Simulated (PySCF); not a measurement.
Correlation energy of Gd²⁷⁺ (gadolinium, charge +27)

Starting occupation: [Kr] 4d1, 4d3/2 with m_j = +3/2. All numbers are calculated (PySCF 2.14, X2C-1e with screened-nucleus spin-orbit coupling, Gaussian nucleus, in an even-tempered Gaussian basis (17 s from 2.3 bohr⁻², ratio 2.8; 14 p from 2.9 bohr⁻², ratio 2.8; 9 d from 2.9 bohr⁻², ratio 2.8; 3 f from 10 bohr⁻², ratio 3)). Frozen: [Ar] 3d10; 9 electrons correlated; the 92 highest virtual spinors left out.

MP2 pair energies summed by pair of shells (mhartree):

```csv
pair,energy,share (%)
4p3/2-4p3/2,-100.81,34.2
4p1/2-4p3/2,-72.31,24.5
4d3/2-4p3/2,-34.28,11.6
4p3/2-4s1/2,-26.37,8.9
4d3/2-4p1/2,-16.81,5.7
4p1/2-4p1/2,-16.51,5.6
4p1/2-4s1/2,-13.06,4.4
4s1/2-4s1/2,-9.34,3.2
4d3/2-4s1/2,-5.43,1.8
```

Total MP2 correlation energy: -294.91 mhartree.

At this charge the one-electron X2C treatment keeps the bare 1/r₁₂, with no two-electron picture change or Breit term. The effect here is smaller than on the frozen 1s shell.
